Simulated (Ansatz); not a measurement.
Basis-set series for F$_{3}$H$_{3}$OSiTi, SMILES `[F][Ti]([F])([F])[O][SiH3]`. The species carries charge 0 and has multiplicity 1. All single points use the PBE0-D4/def2-TZVP geometry. It is one conformer, not always the lowest.

```csv
functional,basis,functions,energy (Eh),HOMO (eV),LUMO (eV)
PBE0-D4,def2-SVP,120,-1514.64635,-9.59,-2.51
PBE0-D4,def2-TZVPP,272,-1515.33522,-9.66,-2.50
ωB97M-V,def2-SVP,120,-1515.14491,-11.81,-0.16
ωB97M-V,def2-TZVPP,272,-1515.84389,-11.93,-0.18
```

(1) Give the rows for def2-QZVPP. (Estimate.)

Results:

(1) Ansatz gave: 
```json
{"functional": "PBE0-D4", "basis": "def2-QZVPP", "functions": "481", "energy (Eh)": "-1515.38193", "HOMO (eV)": "-9.66", "LUMO (eV)": "-2.49"}
{"functional": "ωB97M-V", "basis": "def2-QZVPP", "functions": "481", "energy (Eh)": "-1515.88715", "HOMO (eV)": "-11.93", "LUMO (eV)": "-0.17"}
```

Scalar relativity is left out up to krypton.
